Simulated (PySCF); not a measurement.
**`FC1=COC=C[C@H]1C(F)(F)F`, C$_{6}$H$_{4}$F$_{4}$O**

Cartesian coordinates in Å; atom numbers follow the order of the lines, from 1:
```xyz
15

F     0.2074    2.4700    0.3477
C    -0.3087    1.2351    0.1941
C    -1.5594    1.0820   -0.2258
O    -2.1684   -0.1239   -0.3383
C    -1.4751   -1.1903    0.1307
C    -0.2283   -1.1590    0.5836
C     0.6088    0.0934    0.5250
C     1.6893   -0.0660   -0.5619
F     2.5326    0.9689   -0.6118
F     2.4356   -1.1611   -0.3502
F     1.1535   -0.1957   -1.7836
H    -2.2017    1.9095   -0.4810
H    -2.0794   -2.0839    0.1232
H     0.2400   -2.0503    0.9634
H     1.1492    0.2793    1.4629
```

Computed with GIAO PBE/pcSseg-1 magnetisability, rotational g tensor and spin-rotation constants, non-relativistic, gas phase in PySCF. Geometry: GFN2-xTB.

Q: Give the nuclear spin-rotation constants along the inertial axes (H = +C I·J) beside the isotropic shieldings.

A: Rotational constants 1.6917, 1.0211, 0.7682 GHz. A star marks the isotopologue with that one atom substituted, in its own axes.
| atom | isotope | Caa (kHz) | Cbb (kHz) | Ccc (kHz) | mean (kHz) | σ (ppm) |
| --- | --- | --- | --- | --- | --- | --- |
| F1 | 19F | 2.162 | 1.102 | 0.425 | 1.230 | 301.8 |
| F9 | 19F | 2.149 | 1.319 | 1.110 | 1.526 | 237.9 |
| F10 | 19F | 2.131 | 1.229 | 1.072 | 1.477 | 246.5 |
| F11 | 19F | 2.944 | 1.204 | 0.776 | 1.641 | 242.5 |
| H12 | 1H | -0.051 | -0.001 | -0.059 | -0.037 | 24.6 |
| H13 | 1H | -0.110 | 0.064 | -0.086 | -0.044 | 25.0 |
| H14 | 1H | -0.127 | 0.013 | -0.059 | -0.057 | 26.4 |
| H15 | 1H | -0.157 | -0.104 | 0.026 | -0.079 | 27.6 |
| C2 | 13C* | 0.552 | 0.465 | 0.214 | 0.410 | 28.8 |
| C3 | 13C* | 0.497 | 0.448 | 0.185 | 0.377 | 47.3 |
| O4 | 17O* | -0.345 | -0.274 | -0.083 | -0.234 | 158.5 |
| C5 | 13C* | 0.505 | 0.492 | 0.193 | 0.397 | 34.5 |
| C6 | 13C* | 0.437 | 0.391 | 0.140 | 0.323 | 81.4 |
| C7 | 13C* | 0.339 | 0.210 | 0.134 | 0.228 | 134.3 |
| C8 | 13C* | 0.571 | 0.330 | 0.245 | 0.382 | 43.6 |

For the geometry as given, no vibrational averaging.
